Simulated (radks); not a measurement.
The mean radii <r> (bohr) of the occupied orbitals of an atom or ion are listed with their occupations. All-electron calculation, non-relativistic Kohn-Sham, XLYP, spin-polarised, spherical densities, point nucleus. Program: a radial shooting solver on a logarithmic mesh with Libxc functionals.

| orbital | occ. | <r> |
|---|---|---|
| 1s up | 1 | 0.02447 |
| 1s down | 1 | 0.02447 |
| 2s up | 1 | 0.1044 |
| 2s down | 1 | 0.1044 |
| 2p up | 3 | 0.08858 |
| 2p down | 3 | 0.08858 |
| 3s up | 1 | 0.2707 |
| 3s down | 1 | 0.2705 |
| 3p up | 3 | 0.2604 |
| 3p down | 3 | 0.2602 |
| 3d up | 5 | 0.2319 |
| 3d down | 5 | 0.2316 |
| 4s up | 1 | 0.6084 |
| 4s down | 1 | 0.6086 |
| 4p up | 3 | 0.6226 |
| 4p down | 3 | 0.6229 |
| 4d up | 5 | 0.6567 |
| 4d down | 5 | 0.6571 |
| 5s up | 1 | 1.309 |
| 5s down | 1 | 1.318 |
| 4f up | 4 | 0.7599 |
| 5p up | 1 | 1.393 |

Name the element and its charge. Open shells, if any, are filled with parallel spins first.

Answer. Z = 62, samarium, charge +9: Sm9+ in [Kr] 4d10 4f4 5s2 5p1. The 1s radius gives Z: for a bare nucleus <r> = 1.5/Z, 0.02419 bohr for Z = 62, and screening makes it slightly larger (0.02447 here). The occupations add up to 53, and the charge is Z minus that.
